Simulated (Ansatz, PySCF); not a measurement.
This Ansatz (an electronic-structure program) input computes a PBE0/def2-TZVPD energy:

Ansatz 0.2 input:
```yaml
crystal:
  periodic: [false, false, false]
  atoms:
    - {symbol: Tl, position_ang: [-0.00000000, -0.00000000, -0.47480352]}
    - {symbol: Cl, position_ang: [0.00000000, 0.00000000, 2.26229912]}
basis:
  gaussian:
    orbitals: def2-TZVPD
hamiltonian:
  xc: {name: PBE0}
total_charge: -1
magnetization: {spin_polarized: true, initial_magnetization: 1}
output: {forces: true}
```

Q: Write an input for the same energy in PySCF and say what it gives.

A: 
```python
from pyscf import gto, scf, dft

mol = gto.M(
    atom='''
    Tl   -0.00000000   -0.00000000   -0.47480352
    Cl    0.00000000    0.00000000    2.26229912
    ''',
    basis='def2-tzvpd',
    ecp='def2-tzvp',
    charge=-1,
    spin=1,
    symmetry='C2v',
    verbose=4,
)

mf = dft.UKS(mol, xc='pbe0').density_fit(auxbasis='def2-universal-jkfit')
mf.grids.level = 3
mf.conv_tol = 1e-9
mf.max_cycle = 100
mf.max_memory = 1500
mf.kernel()
if not mf.converged:
    mf = mf.newton()
    mf.kernel(mf.make_rdm1())
mf.analyze()
```
It gives -632.67160 Eh, and Ansatz -632.67157 Eh, a difference of 0.03 mEh, from the treatment of integrals and grids.
